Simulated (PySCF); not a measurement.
Compound: C₃H₉GeNSi.
Geometry (PBE0-D3(BJ)/def2-SVP, Å), atoms numbered from 1 in this order:
```xyz
15
C3H9GeNSi angstrom
C      2.9411    1.1179    0.0619
C      1.7590    0.3777    0.4621
C      0.7652   -0.2470    0.7880
Ge    -0.7757   -1.2320    1.2712
N     -2.1598   -0.6737    0.2011
Si    -2.4900    0.9057   -0.4415
H      2.6635    2.0473   -0.4594
H      3.5661    0.5214   -0.6209
H      3.5550    1.3885    0.9349
H     -0.5629   -2.7337    1.0114
H     -1.0623   -0.9992    2.7688
H     -2.9047   -1.3582    0.1083
H     -1.2022    1.5779   -0.7804
H     -3.3271    0.7524   -1.6724
H     -3.2404    1.8098    0.4927
```

Method used: PBE0-D3(BJ)/def2-SVP geometry optimisation, gas phase (PySCF 2.14.0).

Take the most abundant isotopes and a rigid rotor. The values belong to one conformer with, in the numbering `[CH3:1][C:2]#[C:3][GeH2:4][NH:5][SiH3:6]`, C3–Ge4–N5–Si6 -34°.

Q: Give the principal moments of inertia and the rotational constants in MHz.

A: Ia = 237.99, Ib = 460.87, Ic = 678.49 u·Å²; 505379 MHz·u·Å²/I gives A = 2123, B = 1097, C = 744.9 MHz.

Q: Classify the top.

A: An asymmetric top; Ray's κ = -0.490.

Q: What does the inertial defect say?

A: Not planar: Δ = Ic − Ia − Ib = -20.38 u·Å². For a rigid frame Δ = −2 Σ m c², so Σ m c² = 10.19 u·Å² lies off the ab plane: 8.22 from hydrogen and 1.96 from heavier atoms. The atom farthest from that plane is 1.45 Å away.

Q: Give the other two planar moments, Paa and Pbb, and the rms extents of the mass along the axes.

A: Paa = Σ m a² = (Ib + Ic − Ia)/2 = 450.69 and Pbb = Σ m b² = (Ia + Ic − Ib)/2 = 227.81 u·Å². With the mass M = 160.97 u, the rms extents √(P/M) along a, b and c are 1.67, 1.19, 0.25 Å.

Q: List the rotational levels J(Ka,Kc) to J = 2 (cm⁻¹).

A: Above 0(0,0):
J = 1: 1(0,1) 0.0614, 1(1,1) 0.0957, 1(1,0) 0.1074
J = 2: 2(0,2) 0.1817, 2(1,2) 0.2068, 2(1,1) 0.2420, 2(2,1) 0.3448, 2(2,0) 0.3473
The levels of one J sum to (2J + 1)J(J + 1)(A + B + C)/3.

Q: Predict some low-J microwave lines.

A: The dipole components are |μa| = 0.90 D, |μb| = 0.20 D, |μc| = 0.37 D. Intensities carry the squares of the components, which stand as 1.00 : 0.05 : 0.17 (a : b : c). Some lines, for components of 0.1 D or more:

```json
{"type": "a", "branch": "Q", "J(Ka,Kc)": "1(1,0) ← 1(1,1)", "MHz": "352", "lower level (cm⁻¹)": "0.096"}
{"type": "c", "branch": "Q", "J(Ka,Kc)": "2(1,2) ← 2(0,2)", "MHz": "751", "lower level (cm⁻¹)": "0.182"}
{"type": "c", "branch": "Q", "J(Ka,Kc)": "1(1,1) ← 1(0,1)", "MHz": "1027", "lower level (cm⁻¹)": "0.061"}
{"type": "b", "branch": "Q", "J(Ka,Kc)": "1(1,0) ← 1(0,1)", "MHz": "1379", "lower level (cm⁻¹)": "0.061"}
{"type": "a", "branch": "R", "J(Ka,Kc)": "1(0,1) ← 0(0,0)", "MHz": "1841", "lower level (cm⁻¹)": "0.000"}
{"type": "b", "branch": "R", "J(Ka,Kc)": "1(1,1) ← 0(0,0)", "MHz": "2868", "lower level (cm⁻¹)": "0.000"}
{"type": "b", "branch": "Q", "J(Ka,Kc)": "2(2,0) ← 2(1,1)", "MHz": "3157", "lower level (cm⁻¹)": "0.242"}
{"type": "c", "branch": "R", "J(Ka,Kc)": "1(1,0) ← 0(0,0)", "MHz": "3220", "lower level (cm⁻¹)": "0.000"}
{"type": "a", "branch": "R", "J(Ka,Kc)": "2(1,2) ← 1(1,1)", "MHz": "3331", "lower level (cm⁻¹)": "0.096"}
{"type": "a", "branch": "R", "J(Ka,Kc)": "2(0,2) ← 1(0,1)", "MHz": "3607", "lower level (cm⁻¹)": "0.061"}
{"type": "b", "branch": "Q", "J(Ka,Kc)": "2(2,1) ← 2(1,2)", "MHz": "4136", "lower level (cm⁻¹)": "0.207"}
{"type": "b", "branch": "R", "J(Ka,Kc)": "2(1,2) ← 1(0,1)", "MHz": "4358", "lower level (cm⁻¹)": "0.061"}
{"type": "b", "branch": "R", "J(Ka,Kc)": "2(2,1) ← 1(1,0)", "MHz": "7115", "lower level (cm⁻¹)": "0.107"}
{"type": "b", "branch": "R", "J(Ka,Kc)": "2(2,0) ← 1(1,1)", "MHz": "7543", "lower level (cm⁻¹)": "0.096"}
```

Q: Estimate the classical rotational partition function at 25 K, 200 K and 500 K.

A: Point group C1, symmetry number σ = 1; q = (√π/σ)·√((kT/h)³/(ABC)), k/h = 20836.6 MHz/K: 16000 at 25 K, 362000 at 200 K, 1430000 at 500 K.

Whether it is a minimum is left open (no frequencies). No vibrational averaging or centrifugal distortion is included, and the geometry carries the error of its method. A rigid rotor knows nothing of internal rotation, which can split or shift real lines. Quadrupole hyperfine structure (14N) is left out.
